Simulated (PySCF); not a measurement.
Gas-phase reaction: GaCl + Cl₂ → GaCl₃

Method: PySCF energies plus ideal-gas RRHO corrections (1 bar). † marks an energy on the PBE0/def2-TZVP geometry and frequencies; other levels use their own. CCSD(T) freezes the core. 6-31G* has spherical d functions here. All species are closed-shell singlets. B3LYP is the form with VWN-RPA correlation. Ga: all electrons, no relativistic terms. CCSD(T) isn't extrapolated to the basis-set limit; its ΔH°(298 K) is -419.3 kJ in def2-SVP and -396.5 kJ in def2-TZVPP. The harmonic model lacks anharmonicity and excited electronic states, which grow with temperature; levels with a mode under 35 cm⁻¹ are left out.

ΔH° and ΔS° at 298 K: B3LYP/6-31G* -342 kJ, -137 J/K; BLYP/def2-TZVP† -309 kJ, -137 J/K; CCSD(T)/def2-SVP† -419 kJ, -137 J/K; CCSD(T)/def2-TZVPP† -396 kJ, -137 J/K.

With the heat capacities included, give log10 K (1 bar) at 500, 1200, 1400, 1800, 2500 K from B3LYP/6-31G*, BLYP/def2-TZVP†, CCSD(T)/def2-SVP†, CCSD(T)/def2-TZVPP†.


```csv
T (K),B3LYP/6-31G*,BLYP/def2-TZVP†,CCSD(T)/def2-SVP†,CCSD(T)/def2-TZVPP†
500,28.6,25.1,36.7,34.3
1200,8.0,6.5,11.3,10.3
1400,5.9,4.6,8.8,7.9
1800,3.1,2.2,5.4,4.7
2500,0.5,-0.2,2.1,1.6
```
